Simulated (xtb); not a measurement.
H$_{3}$B, charge +1, doublet, from a rough starting geometry (a state made from the parent by changing its charge; the spin is typed, not shown lowest); GFN2-xTB (xtb).

Input for xtb:
```
$ xtb mol.xyz --gfn 2 --chrg 1 --uhf 1 --opt vtight --json

# file mol.xyz
4

B      0.02847940     0.05827872     0.01197576
H     -1.10004150    -0.05355543    -0.24480267
H      0.43481095    -0.58350645     0.94652054
H      0.70825692     0.62261656    -0.66956659
```

Q: Write the output that xtb gives for this input, abridged.

A: 
```
   ID    Z sym.   atoms
    1    5 B      1
    2    1 H      2-4

           -------------------------------------------------
          |                Calculation Setup                |
           -------------------------------------------------

           -------------------------------------------------
          |                 G F N 2 - x T B                 |
           -------------------------------------------------

          ...................................................
          :                      SETUP                      :
          :.................................................:
          :  # basis functions                   7          :
          :  # atomic orbitals                   7          :
          :  # shells                            5          :
          :  # electrons                         5          :
          :  max. iterations                   250          :
          :  Hamiltonian                  GFN2-xTB          :
          :  restarted?                      false          :
          :  GBSA solvation                  false          :
          :  PC potential                    false          :
          :  electronic temp.          300.0000000     K    :
          :  accuracy                    1.0000000          :
          :  -> integral cutoff          0.2500000E+02      :
          :  -> integral neglect         0.1000000E-07      :
          :  -> SCF convergence          0.1000000E-05 Eh   :
          :  -> wf. convergence          0.1000000E-03 e    :
          :  Broyden damping             0.4000000          :
          :  net charge                          1          :
          :  unpaired electrons                  1          :
          ...................................................

 iter      E             dE          RMSdq      gap      omega  full diag
   1     -2.1663321 -0.216633E+01  0.121E+01    3.11       0.0  T
   2     -2.1761749 -0.984281E-02  0.700E+00    3.11       1.0  T
   3     -2.1777421 -0.156727E-02  0.299E+00    3.13       1.0  T
   4     -2.1791329 -0.139076E-02  0.724E-01    3.27       1.0  T
   5     -2.1796231 -0.490251E-03  0.368E-01    3.34       1.0  T
   6     -2.1796234 -0.255101E-06  0.137E-01    3.36       1.0  T
   7     -2.1796092  0.142088E-04  0.104E-01    3.32       1.0  T
   8     -2.1796410 -0.317731E-04  0.137E-02    3.34       3.6  T
   9     -2.1796411 -0.111830E-06  0.926E-03    3.34       5.4  T
  10     -2.1796412 -0.753541E-07  0.834E-04    3.34      59.9  T
  11     -2.1796412 -0.601049E-09  0.694E-04    3.34      72.0  T

   *** convergence criteria satisfied after 11 iterations ***

         :::::::::::::::::::::::::::::::::::::::::::::::::::::
         ::                     SUMMARY                     ::
         :::::::::::::::::::::::::::::::::::::::::::::::::::::
         :: total energy              -2.140219182388 Eh    ::
         :: gradient norm              0.047674986953 Eh/a0 ::
         :: HOMO-LUMO gap              3.336883330768 eV    ::
         ::.................................................::
         :: SCC energy                -2.179641151249 Eh    ::
         :: -> isotropic ES            0.150087040384 Eh    ::
         :: -> anisotropic ES         -0.012967708478 Eh    ::
         :: -> anisotropic XC          0.001487021113 Eh    ::
         :: -> dispersion             -0.000194258561 Eh    ::
         :: repulsion energy           0.039421968860 Eh    ::
         :: add. restraining           0.000000000000 Eh    ::
         :: total charge               1.000000000000 e     ::
         :::::::::::::::::::::::::::::::::::::::::::::::::::::

      -----------------------------------------------------------
     |                   =====================                   |
     |                        A N C O P T                        |
     |                   =====================                   |
     |               Approximate Normal Coordinate               |
     |                Rational Function Optimizer                |
      -----------------------------------------------------------
      -----------------------------------------------------------
     |                   =====================                   |
     |                        A N C O P T                        |
     |                   =====================                   |
     |               Approximate Normal Coordinate               |
     |                Rational Function Optimizer                |
      -----------------------------------------------------------

          ...................................................
          :                      SETUP                      :
          :.................................................:
          :   optimization level         verytight          :
          :   max. optcycles                   200          :
          :   ANC micro-cycles                  20          :
          :   degrees of freedom                 6          :
          :.................................................:
          :   RF solver                   davidson          :
          :   write xtbopt.log                true          :
          :   linear?                        false          :
          :   energy convergence         0.1000000E-06 Eh   :
          :   grad. convergence          0.2000000E-03 Eh/α :
          :   maxmium RF displ.          1.0000000          :
          :   Hlow (freq-cutoff)         0.1000000E-01      :
          :   Hmax (freq-cutoff)         5.0000000          :
          :   S6 in model hess.         20.0000000          :
          ...................................................

generating ANC from exact Hessian ...
Using Lindh-Hessian (1995)
 Shifting diagonal of input Hessian by    8.3490702523015253E-003
 Lowest  eigenvalues of input Hessian
    0.000000    0.000000    0.000000    0.000000    0.000000    0.000000
[...]
 * total energy  :    -2.1402192 Eh     change       -0.8954260E-10 Eh
 * total energy  :    -2.1424963 Eh     change       -0.2277151E-02 Eh
 * total energy  :    -2.1451296 Eh     change       -0.2633234E-02 Eh
 * total energy  :    -2.1470409 Eh     change       -0.1911333E-02 Eh
 * total energy  :    -2.1478764 Eh     change       -0.8354967E-03 Eh
 * total energy  :    -2.1479141 Eh     change       -0.3770075E-04 Eh
 * total energy  :    -2.1479231 Eh     change       -0.8991211E-05 Eh
 * total energy  :    -2.1479257 Eh     change       -0.2561412E-05 Eh
 * total energy  :    -2.1479344 Eh     change       -0.8761165E-05 Eh
 * total energy  :    -2.1479452 Eh     change       -0.1077995E-04 Eh
 * total energy  :    -2.1479533 Eh     change       -0.8131021E-05 Eh
 * total energy  :    -2.1479561 Eh     change       -0.2729913E-05 Eh
 * total energy  :    -2.1479561 Eh     change       -0.8411111E-07 Eh
   *** GEOMETRY OPTIMIZATION CONVERGED AFTER 13 ITERATIONS ***
[...]
 ---------------------------------

           -------------------------------------------------
          |                Final Singlepoint                |
           -------------------------------------------------

          ...................................................
          :                      SETUP                      :
          :.................................................:
          :  # basis functions                   7          :
          :  # atomic orbitals                   7          :
          :  # shells                            5          :
          :  # electrons                         5          :
          :  max. iterations                   250          :
          :  Hamiltonian                  GFN2-xTB          :
          :  restarted?                      false          :
          :  GBSA solvation                  false          :
          :  PC potential                    false          :
          :  electronic temp.          300.0000000     K    :
          :  accuracy                    1.0000000          :
          :  -> integral cutoff          0.2500000E+02      :
          :  -> integral neglect         0.1000000E-07      :
          :  -> SCF convergence          0.1000000E-05 Eh   :
          :  -> wf. convergence          0.1000000E-03 e    :
          :  Broyden damping             0.4000000          :
          :  net charge                          1          :
          :  unpaired electrons                  1          :
          ...................................................

 iter      E             dE          RMSdq      gap      omega  full diag
   1     -2.1780629 -0.217806E+01  0.150E-05    2.86       0.0  T
   2     -2.1780629 -0.146549E-13  0.101E-05    2.86    4963.6  T
   3     -2.1780629 -0.266454E-14  0.121E-06    2.86   41169.3  T

   *** convergence criteria satisfied after 3 iterations ***

         :::::::::::::::::::::::::::::::::::::::::::::::::::::
         ::                     SUMMARY                     ::
         :::::::::::::::::::::::::::::::::::::::::::::::::::::
         :: total energy              -2.147956136292 Eh    ::
         :: gradient norm              0.000048798807 Eh/a0 ::
         :: HOMO-LUMO gap              2.858436552715 eV    ::
         ::.................................................::
         :: SCC energy                -2.178062945801 Eh    ::
         :: -> isotropic ES            0.151405272048 Eh    ::
         :: -> anisotropic ES         -0.014728930856 Eh    ::
         :: -> anisotropic XC          0.001062306346 Eh    ::
         :: -> dispersion             -0.000196349479 Eh    ::
         :: repulsion energy           0.030106809508 Eh    ::
         :: add. restraining           0.000000000000 Eh    ::
         :: total charge               1.000000000000 e     ::
         :::::::::::::::::::::::::::::::::::::::::::::::::::::

           -------------------------------------------------
          |                Property Printout                |
           -------------------------------------------------

    * Orbital Energies and Occupations

         #    Occupation            Energy/Eh            Energy/eV
      -------------------------------------------------------------
         1        2.0000           -0.8266684             -22.4948
         2        2.0000           -0.7724650             -21.0198
         3        1.0000           -0.7456424             -20.2900 (HOMO)
         4                         -0.6405967             -17.4315 (LUMO)
         5                         -0.1805873              -4.9140
         6                         -0.0024227              -0.0659
         7                          0.1929154               5.2495
      -------------------------------------------------------------
                  HL-Gap            0.1050456 Eh            2.8584 eV
             Fermi-level           -0.7260866 Eh          -19.7578 eV

     #   Z          covCN         q      C6AA      α(0)
     1   5 B        2.791     0.299    16.928     6.877
     2   1 H        0.925     0.275     0.789     1.389
     3   1 H        0.925     0.274     0.789     1.389
     4   1 H        0.940     0.152     1.379     1.836

 Mol. C6AA /au·bohr⁶  :         49.882195
 Mol. C8AA /au·bohr⁸  :       1311.901790
 Mol. α(0) /au        :         11.491710

Wiberg/Mayer (AO) data.
largest (>0.10) Wiberg bond orders for each atom

 ---------------------------------------------------------------------------
     #   Z sym  total        # sym  WBO       # sym  WBO       # sym  WBO
 ---------------------------------------------------------------------------
     1   5 B    2.464 --     4 H    0.977     3 H    0.744     2 H    0.744
     2   1 H    0.880 --     1 B    0.744     3 H    0.136
     3   1 H    0.880 --     1 B    0.744     2 H    0.136
     4   1 H    0.977 --     1 B    0.977
 ---------------------------------------------------------------------------

Topologies differ in total number of bonds
Writing topology from bond orders to xtbtopo.mol

molecular dipole:
                 x           y           z       tot (Debye)
 q only:       -0.146      -0.138       0.191
   full:       -0.241      -0.223       0.282       1.099
molecular quadrupole (traceless):
                xx          xy          yy          xz          yz          zz
 q only:        0.687       0.499      -0.715      -0.014      -1.217       0.029
  q+dip:        1.169       0.916      -1.215      -0.102      -2.124       0.046
   full:        0.398       0.033      -0.429       0.289      -0.519       0.031

optimized geometry written to: xtbopt.xyz

           -------------------------------------------------
          | TOTAL ENERGY               -2.147956136292 Eh   |
          | GRADIENT NORM               0.000048798807 Eh/α |
          | HOMO-LUMO GAP               2.858436552715 eV   |
           -------------------------------------------------
```
